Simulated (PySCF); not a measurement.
```xyz
7
charge 0 multiplicity 1, angstrom
Cr    0.0000    0.0000    0.0000
F     1.3168    0.0023    1.0921
F    -0.6605    1.1393    1.0920
F    -0.6565   -1.1416    1.0920
F     1.3169    0.0023   -1.0920
F    -0.6604    1.1393   -1.0921
F    -0.6564   -1.1416   -1.0920
```

All numbers come from PBE0/[Cr def2-SVP, F def2-SVP], no relativity, density fitting, PySCF.

This geometry of CrF₆ is a stationary point at this level.

(1) What is the point group?

(2) Is it a minimum?

(3) What are the dipole moment and the gap between the highest occupied and lowest empty levels?

(4) Give the atomic charges and bond orders.

Results:

(1) D3h.

(2) No: it has 1 imaginary mode, at 98i cm⁻¹ (a1'').

(3) 0.00 D and 3.96 eV.

(4) 
```json
{"atom": "Cr1", "Mulliken": "1.32", "Löwdin": "0.24", "polar tensor": "2.39", "Mayer order to Cr1": "–"}
{"atom": "F2,3,4,5,6,7", "Mulliken": "-0.22", "Löwdin": "-0.04", "polar tensor": "-0.40", "Mayer order to Cr1": "1.02"}
```

Other isomers or separated fragments may lie lower. At this level a singlet minimum of Oh symmetry lies 46 kJ/mol below this structure.
